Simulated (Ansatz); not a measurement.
Geometry optimisation, Ansatz 0.2.0, RKS B3LYP-D4/cc-pVDZ.

Input:

```yaml
crystal:
  periodic: [false, false, false]
  atoms:
    - { symbol: Al, position_ang: [0.031222, 0.383882, -0.087457] }
    - { symbol: Cl, position_ang: [-0.094839, 0.55772, 2.101951] }
    - { symbol: Cl, position_ang: [1.902738, 0.622353, -1.029399] }
    - { symbol: Cl, position_ang: [-1.764199, 0.38841, -1.194728] }
    - { symbol: "N", position_ang: [0.094898, -2.512292, 0.995123] }
    - { symbol: H, position_ang: [-0.596998, -3.244803, 0.825032] }
    - { symbol: H, position_ang: [0.989735, -2.968732, 1.184122] }
    - { symbol: H, position_ang: [-0.175357, -2.009038, 1.864255] }
basis:
  gaussian: { orbitals: cc-pVDZ }
hamiltonian:
  xc: b3lyp
  dispersion: d4
relax:
  f_tol: 0.03
  max_steps: 50
```

Run as:

```bash
$ ansatz run input.yaml --threads 2 --pin off --max-ram 3072MiB --backend cpu --events-out ev --progress --plain --runs-dir out
```

Q: Where does it end, and by what steps?

A: The forces met the threshold. After 7 steps the energy has fallen by 1.275 eV; H6 moved furthest, 0.75 Å. Joined: Al1–N5 (3.09 → 2.04 Å).

| step | energy less start (eV) | largest force component (eV/Å) | accepted |
| --- | --- | --- | --- |
| 0 | 0.0000 | 1.192 | yes |
| 1 | -0.3434 | 0.865 | yes |
| 2 | -0.7509 | 1.008 | yes |
| 3 | -1.1269 | 0.638 | yes |
| 4 | -1.1986 | 1.291 | yes |
| 5 | -1.2466 | 0.502 | yes |
| 6 | -1.2709 | 0.100 | yes |
| 7 | -1.2749 | 0.022 | yes |

```xyz
8
Properties=species:S:1:pos:R:3
Al 0.022 -0.138 0.278
Cl -0.118 0.878 2.164
Cl 1.897 0.010 -0.755
Cl -1.746 -0.150 -0.939
N 0.076 -2.080 0.893
H -0.579 -2.659 0.358
H 1.012 -2.481 0.777
H -0.176 -2.163 1.884
```

The run took 27 s on 2 threads of Arm Neoverse V2, on a shared host, peak memory 0.25 GiB.
